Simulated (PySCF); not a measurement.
# Computed properties of Ge(Cl)3(SH) (Cl3GeHS), SMILES [SH][Ge]([Cl])([Cl])[Cl]

Ge(Cl)3(SH) (Cl₃GeHS), SMILES [SH][Ge]([Cl])([Cl])[Cl]. Geometry optimised at B3LYP-D3(BJ)/def2-SVP. The structure was generated by enumeration, and PubChem lists no compound with its InChIKey, so it may never have been made. Other conformers were not sampled. All values are computed for the isolated molecule unless a solvent is named; none is compared with measurement here.

**Structure.** The optimised structure has Cs symmetry. All 12 harmonic modes at B3LYP-D3(BJ)/def2-SVP (PySCF) are real, so it is a minimum. With heavy atoms numbered as in [SH:1][Ge:2]([Cl:3])([Cl:4])[Cl:5], the shortest bond between them is Ge2–Cl4 at 2.149 Å and the longest S1–Ge2 at 2.212 Å.

**Vibrations.** The strongest infrared lines (harmonic, unscaled, degenerate partners summed) lie at 437 cm⁻¹ (79 km/mol, Cl 60 %, Ge 40 %), 445 cm⁻¹ (76 km/mol, Cl 60 %, Ge 39 %), 438 cm⁻¹ (64 km/mol, Ge 41 %, S 33 %, Cl 25 %). The softest mode is at 78 cm⁻¹ and the zero-point energy is 8.5 kcal/mol.

**Electronic structure.** PBE0/def2-TZVP (PySCF) places the frontier levels at -8.38 and -2.30 eV, a gap of 6.08 eV, and gives a dipole moment of 1.51 D and a mean polarisability of 83.2 bohr³. PBE/def2-TZVP (PySCF) at the same geometry gives -7.08 and -3.23 eV, so its gap is 2.23 eV narrower. An orbital gap is neither the optical nor the fundamental gap.

**Excitations.** TDA-ωB97X/def2-SVPD (PySCF) has S1 at 5.13 eV (242 nm, f = 0.008, weak); the most intense of the 10 singlets computed lies at 6.73 eV (f = 0.11). T1 (TDA) is at 4.66 eV, 0.47 eV under S1. TDA-PBE/def2-SVPD (PySCF) puts S1 at 3.90 eV. No vertical singlet excitation falls in the visible range (under 3.1 eV).

**NMR.** GIAO shifts at HF/pcSseg-1 (PySCF) (non-relativistic, atoms alike by connectivity averaged): ¹H at 2.1 ppm against TMS. Without spin–orbit terms, shifts of atoms bonded to Cl or Br come out too high.
